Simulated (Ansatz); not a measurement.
An input meant for Al2Sb2⁺ (charge 1, doublet).

```yaml
crystal:
  periodic: [false, false, false]
  atoms:
    - {symbol: Al, position_ang: [-0.668832, 2.640547, -3.192277]}
    - {symbol: Al, position_ang: [2.653903, -0.508170, -1.146828]}
    - {symbol: Sb, position_ang: [0.809771, -2.607300, 3.053482]}
    - {symbol: Sb, position_ang: [-2.794823, 0.474923, 1.285623]}
basis:
  gaussian: {orbitals: def2-SVPD}
total_charge: 1
magnetization: {spin_polarized: true, initial_magnetization: 1}
hamiltonian: {xc: {name: wPBEh}}
scf: {lower_state_search: light}
output: {forces: true}
```

```sh
$ ansatz run in.yaml --threads 4 --pin off --events-out ev --progress --plain --max-ram 4787MiB
```

Output, abridged:

```
Functional definition: wPBEh
1254 factors; integrals over basis functions are off by at most 2.1e-4 eV
103 factors; integrals over basis functions are off by at most 1.0e-5 eV
mean field evaluation 1: about -26233.0517 eV, gradient 3.1e1 eV
mean field evaluation 2: about -26098.4663 eV, gradient 5.7e1 eV
mean field evaluation 4: about -26218.7281 eV, gradient 3.2e1 eV
mean field evaluation 8: about -26248.1919 eV, gradient 1.8e0 eV
mean field evaluation 16: about -26248.5684 eV, gradient 1.9e-5 eV
mean field evaluation 32: about -26246.9965 eV, gradient 5.1e0 eV
mean field evaluation 64: about -26248.2212 eV, gradient 2.3e0 eV
mean field -26248.56842689 eV, -964.6170977697 hartree, gradient 1.9e-5 eV, S^2 3.706095; 10 other end points of the search recorded, 0 dependent functions left out
reference -26248.56848146 eV, -964.6170997748 hartree; 36, 35 occupied and 76, 77 virtual orbitals, 1254 factors
Total energy: -26248.56848146 eV, -964.6170997748 hartree
Atom 0 at    -0.668832     2.640547    -3.192277 Å, force     0.151198    -0.183138     0.148257 eV/Å
Atom 1 at     2.653903    -0.508170    -1.146828 Å, force    -0.223397     0.131417    -0.026219 eV/Å
Atom 2 at     0.809771    -2.607300     3.053482 Å, force    -0.031746     0.088276    -0.100454 eV/Å
Atom 3 at    -2.794823     0.474923     1.285623 Å, force     0.103945    -0.036555    -0.021583 eV/Å
Dipole moment:     1.397348     1.467454    -3.007790 e Å
```

In this input the coordinates are in bohr but typed as ångström. Self-consistency was reached. The result belongs to that input, not to the species as meant.

In the def2 sets Sb takes a core potential; there is no spin–orbit coupling. The charge 1 doublet is spin-contaminated (final ⟨S²⟩ up to 3.71, 0.75 for a pure state).
